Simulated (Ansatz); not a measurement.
The same path of CH6GeN2O (11 atoms, charge 0, multiplicity 1) was run twice with different band settings. The coordinate that changes most is the dihedral O3–C2–Ge4–H8.

Theory: Ansatz 0.2.0, RKS PBE/def2-SVP.

Relaxed end points:

```xyz
11
Properties=species:S:1:pos:R:3
N 0.340 0.818 2.077
C 0.004 0.777 0.843
O 0.006 1.918 0.106
Ge -0.561 -0.799 -0.260
N 0.391 -1.089 -1.827
H 0.300 -0.116 2.510
H 0.290 2.629 0.729
H -2.046 -0.620 -0.669
H -0.357 -2.044 0.645
H 1.394 -1.230 -1.655
H 0.306 -0.300 -2.479
```

```xyz
11
Properties=species:S:1:pos:R:3
N 1.131 1.269 0.800
C -0.074 0.835 0.799
O -1.003 1.386 1.615
Ge -0.790 -0.650 -0.333
N 0.560 -1.341 -1.397
H 1.697 0.738 0.119
H -0.532 2.096 2.113
H -1.893 -0.116 -1.279
H -1.309 -1.801 0.563
H 1.334 -1.781 -0.890
H 0.944 -0.691 -2.091
```

Common settings: spring 5.0 eV/Å²; optimiser quadratic models (default); start path through a guess of the saddle point; force threshold 0.05 eV/Å; iteration limit 60; end points relaxed.

| run | movable images | climbing image |
| --- | --- | --- |
| 1 | 5 | yes |
| 2 | 3 | no |

(1) What does each run give, and how far can it be trusted?

Results:

(1) Run 1: converged after 11 iterations, highest image 0.046 eV above the first end. A vibrational analysis at the climbing image gives one clearly imaginary mode, 56i cm⁻¹: a first-order saddle point.
Run 2: converged after 12 iterations, highest image 0.045 eV above the first end. No image climbed, so the highest image needn't sit at the top of the path. So few images can step over the top or miss a turn of the path.
